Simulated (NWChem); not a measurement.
System: trisilane (Si3H8); SMILES [SiH3][SiH2][SiH3]

NWChem input:

```
start job
memory heap 200 mb stack 900 mb global 1100 mb
geometry units angstroms
  Si    -1.924853     0.002075     0.421687
  Si     0.000000     0.000000    -0.931660
  Si     1.924853    -0.002075     0.421687
  H     -3.180281     0.005552    -0.409010
  H     -1.927743    -1.221126     1.299502
  H     -1.923111     1.223054     1.302604
  H      0.001375     1.221092    -1.816256
  H     -0.001375    -1.221092    -1.816256
  H      1.923111    -1.223054     1.302604
  H      1.927743     1.221126     1.299502
  H      3.180281    -0.005552    -0.409010
end
basis spherical
  Si library 6-31g*
  H library 6-31g*
end
dft
  xc hfexch
  iterations 150
end
driver
  maxiter 120
end
task dft optimize
task dft freq
```

Output (shortened):

```
             Northwest Computational Chemistry Package (NWChem) 7.3.0
             --------------------------------------------------------

 C2V symmetry detected

                             Geometry "geometry" -> ""
                             -------------------------

 Output coordinates in angstroms (scale by  1.889725989 to convert to a.u.)

  No.       Tag          Charge          X              Y              Z
 ---- ---------------- ---------- -------------- -------------- --------------
    1 Si                  14.0000    -1.92485412     0.00000000     0.43133348
    2 Si                  14.0000     0.00000000     0.00000000    -0.92201352
    3 Si                  14.0000     1.92485412     0.00000000     0.43133348
    4 H                    1.0000    -3.18028514     0.00000000    -0.39936352
    5 H                    1.0000    -1.92542692    -1.22209179     1.31069948
    6 H                    1.0000    -1.92542692     1.22209179     1.31069948
    7 H                    1.0000     0.00000000     1.22109277    -1.80660952
    8 H                    1.0000     0.00000000    -1.22109277    -1.80660952
    9 H                    1.0000     1.92542692    -1.22209179     1.31069948
   10 H                    1.0000     1.92542692     1.22209179     1.31069948
   11 H                    1.0000     3.18028514     0.00000000    -0.39936352

 Effective nuclear repulsion energy (a.u.)     191.7650143974

      Symmetry information
      --------------------

 Group name             C2v
 Group number             16
 Group order               4
 No. of unique centers     5

                                Z-matrix (autoz)
                                --------

 Units are Angstrom for bonds and degrees for angles

      Type          Name      I     J     K     L     M      Value
      ----------- --------  ----- ----- ----- ----- ----- ----------
    1 Stretch                  1     2                       2.35300
    2 Stretch                  1     4                       1.50538
    3 Stretch                  1     5                       1.50559
    4 Stretch                  1     6                       1.50559
    5 Stretch                  2     3                       2.35300
    6 Stretch                  2     7                       1.50784
    7 Stretch                  2     8                       1.50784
    8 Stretch                  3     9                       1.50559
    9 Stretch                  3    10                       1.50559
   10 Stretch                  3    11                       1.50538
   11 Bend                     1     2     3               109.77861
   12 Bend                     1     2     7               109.72007
   13 Bend                     1     2     8               109.72007
   14 Bend                     2     1     4               111.39739
   15 Bend                     2     1     5               109.64813
   16 Bend                     2     1     6               109.64813
   17 Bend                     2     3     9               109.64813
   18 Bend                     2     3    10               109.64813
   19 Bend                     2     3    11               111.39739
   20 Bend                     3     2     7               109.72007
   21 Bend                     3     2     8               109.72007
   22 Bend                     4     1     5               108.78289
   23 Bend                     4     1     6               108.78289
   24 Bend                     5     1     6               108.52557
   25 Bend                     7     2     8               108.15862
   26 Bend                     9     3    10               108.52557
   27 Bend                     9     3    11               108.78289
   28 Bend                    10     3    11               108.78289
   29 Torsion                  1     2     3     9          59.52917
   30 Torsion                  1     2     3    10         -59.52917
   31 Torsion                  1     2     3    11         180.00000
   32 Torsion                  3     2     1     4         180.00000
   33 Torsion                  3     2     1     5         -59.52917
   34 Torsion                  3     2     1     6          59.52917
   35 Torsion                  4     1     2     7          59.34841
   36 Torsion                  4     1     2     8         -59.34841
   37 Torsion                  5     1     2     7         179.81924
   38 Torsion                  5     1     2     8          61.12241
   39 Torsion                  6     1     2     7         -61.12241
   40 Torsion                  6     1     2     8        -179.81924
   41 Torsion                  7     2     3     9        -179.81924
   42 Torsion                  7     2     3    10          61.12241
   43 Torsion                  7     2     3    11         -59.34841
   44 Torsion                  8     2     3     9         -61.12241
   45 Torsion                  8     2     3    10         179.81924
   46 Torsion                  8     2     3    11          59.34841

  xc_inp: hfexch multiplicative factor not found.

                           NWChem Geometry Optimization
                           ----------------------------

 maximum gradient threshold         (gmax) =   0.000450
 rms gradient threshold             (grms) =   0.000300
 maximum cartesian step threshold   (xmax) =   0.001800
 rms cartesian step threshold       (xrms) =   0.001200
 fixed trust radius                (trust) =   0.300000
 source of zmatrix                         =   autoz

          -------------------
          Energy Minimization
          -------------------

 Using diagonal initial Hessian
 Scaling for Hessian diagonals: bonds = 1.00  angles = 0.25  torsions = 0.10

          --------
          Step   0

                                 NWChem DFT Module
                                 -----------------

 Summary of "ao basis" -> "ao basis" (spherical)
 ------------------------------------------------------------------------------
       Tag                 Description            Shells   Functions and Types
 ---------------- ------------------------------  ------  ---------------------
 Si                          6-31g*                  8       18   4s3p1d
 H                           6-31g*                  2        2   2s

      Symmetry analysis of basis
      --------------------------

        a1         28
        a2          8
        b1         21
        b2         13

            General Information
            -------------------
          SCF calculation type: DFT
          Wavefunction type:  closed shell.
          No. of atoms     :    11
          No. of electrons :    50
           Alpha electrons :    25
            Beta electrons :    25
          Charge           :     0
          Spin multiplicity:     1
          Use of symmetry is: on ; symmetry adaption is: on
          Maximum number of iterations: 150
          AO basis - number of functions:    70
                     number of shells:    40
          Convergence on energy requested:  1.00D-06
          Convergence on density requested:  1.00D-05
          Convergence on gradient requested:  5.00D-04

              XC Information
              --------------
                     Hartree-Fock (Exact) Exchange  1.000

      Superposition of Atomic Density Guess
      -------------------------------------

 Sum of atomic energies:        -870.43778288

      Non-variational initial energy
      ------------------------------

[...]

      ----------------------
      Optimization converged
      ----------------------

  Step       Energy      Delta E   Gmax     Grms     Xrms     Xmax
  ---- ---------------- -------- -------- -------- -------- --------
@    6    -871.38301815 -4.8D-08  0.00005  0.00001  0.00021  0.00045
                                     ok       ok       ok       ok

                                Z-matrix (autoz)
                                --------

 Units are Angstrom for bonds and degrees for angles

      Type          Name      I     J     K     L     M      Value     Gradient
      ----------- --------  ----- ----- ----- ----- ----- ---------- ----------
    1 Stretch                  1     2                       2.35730    0.00005
    2 Stretch                  1     4                       1.47763    0.00001
    3 Stretch                  1     5                       1.47831    0.00000
    4 Stretch                  1     6                       1.47831    0.00000
    5 Stretch                  2     3                       2.35730    0.00005
    6 Stretch                  2     7                       1.48115    0.00001
    7 Stretch                  2     8                       1.48115    0.00001
    8 Stretch                  3     9                       1.47831    0.00000
    9 Stretch                  3    10                       1.47831    0.00000
   10 Stretch                  3    11                       1.47763    0.00001
   11 Bend                     1     2     3               112.68033    0.00000
   12 Bend                     1     2     7               109.10362   -0.00000
   13 Bend                     1     2     8               109.10362   -0.00000
   14 Bend                     2     1     4               110.70385    0.00001
   15 Bend                     2     1     5               110.24484    0.00000
   16 Bend                     2     1     6               110.24484    0.00000
   17 Bend                     2     3     9               110.24484    0.00000
   18 Bend                     2     3    10               110.24484    0.00000
   19 Bend                     2     3    11               110.70385    0.00001
   20 Bend                     3     2     7               109.10362   -0.00000
   21 Bend                     3     2     8               109.10362   -0.00000
   22 Bend                     4     1     5               108.63299   -0.00000
   23 Bend                     4     1     6               108.63299   -0.00000
   24 Bend                     5     1     6               108.31883   -0.00000
   25 Bend                     7     2     8               107.61850    0.00000
   26 Bend                     9     3    10               108.31883   -0.00000
   27 Bend                     9     3    11               108.63299   -0.00000
   28 Bend                    10     3    11               108.63299   -0.00000
   29 Torsion                  1     2     3     9          59.77175   -0.00000
   30 Torsion                  1     2     3    10         -59.77175    0.00000
   31 Torsion                  1     2     3    11         180.00000   -0.00000
   32 Torsion                  3     2     1     4         180.00000   -0.00000
   33 Torsion                  3     2     1     5         -59.77175    0.00000
   34 Torsion                  3     2     1     6          59.77175   -0.00000
   35 Torsion                  4     1     2     7          58.65957    0.00000
   36 Torsion                  4     1     2     8         -58.65957   -0.00000
   37 Torsion                  5     1     2     7         178.88781    0.00000
   38 Torsion                  5     1     2     8          61.56868    0.00000
   39 Torsion                  6     1     2     7         -61.56868   -0.00000
   40 Torsion                  6     1     2     8        -178.88781   -0.00000
   41 Torsion                  7     2     3     9        -178.88781   -0.00000
   42 Torsion                  7     2     3    10          61.56868    0.00000
   43 Torsion                  7     2     3    11         -58.65957   -0.00000
   44 Torsion                  8     2     3     9         -61.56868   -0.00000
   45 Torsion                  8     2     3    10         178.88781    0.00000
   46 Torsion                  8     2     3    11          58.65957    0.00000

                         Geometry "geometry" -> "geometry"
                         ---------------------------------

 Output coordinates in angstroms (scale by  1.889725989 to convert to a.u.)

[...]

 Rotational Constants
 --------------------
 A=   0.313204 cm-1  (  0.450620 K)
 B=   0.064742 cm-1  (  0.093147 K)
 C=   0.056785 cm-1  (  0.081700 K)

 Temperature                      =   298.15K
 frequency scaling parameter      =   1.0000

 Zero-Point correction to Energy  =   44.821 kcal/mol  (  0.071427 au)
 Thermal correction to Energy     =   49.283 kcal/mol  (  0.078538 au)
 Thermal correction to Enthalpy   =   49.875 kcal/mol  (  0.079482 au)

 Total Entropy                    =   81.523 cal/mol-K
   - Translational                =   39.452 cal/mol-K (mol. weight =  91.9934)
   - Rotational                   =   25.352 cal/mol-K (symmetry #  =        2)
   - Vibrational                  =   16.719 cal/mol-K

 Cv (constant volume heat capacity) =   24.412 cal/mol-K
   - Translational                  =    2.979 cal/mol-K
   - Rotational                     =    2.979 cal/mol-K
   - Vibrational                    =   18.453 cal/mol-K

[normal modes left out]

 ----------------------------------------------------------------------------
 Normal Eigenvalue ||           Projected Infra Red Intensities
  Mode   [cm**-1]  || [atomic units] [(debye/angs)**2] [(KM/mol)] [arbitrary]
 ------ ---------- || -------------- ----------------- ---------- -----------
    1       -0.000 ||    0.000000           0.000         0.000       0.000
    2        0.000 ||    0.000001           0.000         0.001       0.000
    3        0.000 ||    0.000000           0.000         0.000       0.000
    4        0.000 ||    0.000000           0.000         0.000       0.000
    5        0.000 ||    0.000000           0.000         0.000       0.000
    6        0.000 ||    0.000000           0.000         0.000       0.000
    7       76.705 ||    0.000000           0.000         0.000       0.000
    8       98.532 ||    0.000068           0.002         0.066       0.007
    9      109.209 ||    0.002357           0.054         2.298       0.256
   10      352.265 ||    0.038432           0.887        37.465       4.175
   11      410.126 ||    0.001133           0.026         1.104       0.123
   12      464.470 ||    0.000000           0.000         0.000       0.000
   13      484.881 ||    0.014488           0.334        14.123       1.574
   14      501.574 ||    0.027065           0.624        26.385       2.940
   15      625.151 ||    0.014974           0.345        14.597       1.626
   16      657.688 ||    0.015485           0.357        15.095       1.682
   17      779.008 ||    0.000000           0.000         0.000       0.000
   18      811.423 ||    0.430705           9.937       419.872      46.784
   19      983.569 ||    0.469568          10.833       457.758      51.005
   20      989.687 ||    0.270396           6.238       263.596      29.371
   21     1025.412 ||    0.059188           1.366        57.699       6.429
   22     1030.732 ||    0.000000           0.000         0.000       0.000
   23     1033.077 ||    0.046402           1.071        45.235       5.040
   24     1034.613 ||    0.141071           3.255       137.523      15.323
   25     1043.859 ||    0.101073           2.332        98.531      10.979
   26     2337.852 ||    0.142469           3.287       138.886      15.475
   27     2339.527 ||    0.062238           1.436        60.673       6.760
   28     2358.027 ||    0.000000           0.000         0.000       0.000
   29     2359.109 ||    0.037927           0.875        36.974       4.120
   30     2362.789 ||    0.295795           6.824       288.356      32.130
   31     2364.175 ||    0.342879           7.910       334.255      37.244
   32     2364.758 ||    0.521484          12.031       508.369      56.644
   33     2369.703 ||    0.002880           0.066         2.808       0.313
 ----------------------------------------------------------------------------
```

Level: Hartree-Fock/6-31G* (spherical d).
